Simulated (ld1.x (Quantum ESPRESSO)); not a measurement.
## How hard is this sulfur (S) RRKJ potential?

sulfur, norm-conserving RRKJ (Kleinman–Bylander form), made with ld1.x (Quantum ESPRESSO) 7.5 (LDA (PZ), non-relativistic). Core [Ne], reference 3s2 3p4. Waves: 3s (bound): rc 1.20 bohr; 3p (bound): rc 1.65 bohr. Local part: the p channel. Core correction: a·sin(br)/r model core, default radius (core density twice the valence density).

The pseudo-atom Hamiltonian at the reference potential is diagonalised in spherical Bessel functions j_l(qr) that vanish at 20 bohr, with q² up to the cutoff. All-electron valence levels (Ry): 3s -1.2619, 3p -0.5236.

Q: How do the lowest levels (Ry) of each channel move with the cutoff, and are there ghosts?

A:

| cutoff (Ry) | s #1 | s #2 | p #1 | p #2 | d #1 | d #2 | f #1 | Σ f·Δε (mRy) |
| --- | --- | --- | --- | --- | --- | --- | --- | --- |
| 8 | -1.1282 | -0.0165 | -0.5029 | 0.0339 | 0.0720 | 0.1594 | 0.1179 | 350.5 |
| 15 | -1.2268 | -0.0221 | -0.5220 | 0.0332 | 0.0720 | 0.1591 | 0.1179 | 76.8 |
| 25 | -1.2551 | -0.0239 | -0.5229 | 0.0332 | 0.0720 | 0.1591 | 0.1179 | 16.4 |
| 40 | -1.2577 | -0.0240 | -0.5236 | 0.0332 | 0.0720 | 0.1591 | 0.1179 | 8.6 |
| 55 | -1.2612 | -0.0243 | -0.5236 | 0.0332 | 0.0720 | 0.1591 | 0.1179 | 1.5 |
| 80 | -1.2618 | -0.0243 | -0.5236 | 0.0332 | 0.0720 | 0.1591 | 0.1179 | 0.2 |
| 400 | -1.2619 | -0.0243 | -0.5236 | 0.0332 | 0.0720 | 0.1591 | 0.1179 | 0.0 |

Result: no extra level below or beside the all-electron valence levels (s, p, d, f tested); 10 mRy is reached at 40 Ry and 1 mRy at 60 Ry.
